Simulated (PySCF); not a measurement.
Geometry (Å), atoms numbered from 1 in this order:
```xyz
14

O     0.558   -1.979    0.155
C     0.117   -0.883   -0.050
C    -1.388   -0.617   -0.122
C    -1.804    0.782    0.288
Cl   -1.113    1.200    1.871
Cl   -3.583    0.852    0.423
Cl   -1.302    1.997   -0.901
O     0.864    0.174   -0.253
Si    2.538    0.138   -0.201
H    -1.881   -1.351    0.520
H    -1.709   -0.801   -1.152
H     2.759    1.548   -0.479
H     3.002   -0.764   -1.247
H     2.941   -0.296    1.130
```

- geometry: GFN2-xTB
- NMR shieldings at PBE0/pcSseg-1/GIAO
- run in PySCF 2.14
- one conformer, averaged over atoms made equivalent by symmetry, fast rotation or ring inversion, non-relativistic Hamiltonian, no solvent model

Question: List the cross peaks expected in HSQC, COSY and HMBC spectra.

Answer: 

HSQC (one-bond C–H):
```tsv
δH	δC
3.64 (H10/H11)	63.6 (C3)
```

HMBC (two and three bonds, from the bond graph):
```tsv
δH	δC
4.90 (H12/H13/H14)	171.3 (C2)
3.64 (H10/H11)	171.3 (C2), 119.3 (C4)
```

No COSY cross peaks are expected.

Scale: ¹H (31.72 ppm), ¹³C (186.93 ppm) against TMS (reference shieldings calculated alike).

Carbons that carry Cl, above all several Cl atoms, come out too deshielded, partly because spin–orbit coupling is missing. Shifts are as computed. Against solution values, carbons near 30 ppm lie about +3 ppm off and those near 130 ppm about +5 ppm; carbons on Cl a further +6 ppm. Of 1211 compounds with measured shifts, 218 miss one by over three times the rms of a fit or turn the order of signals round; such compounds aren't used in these exercises.
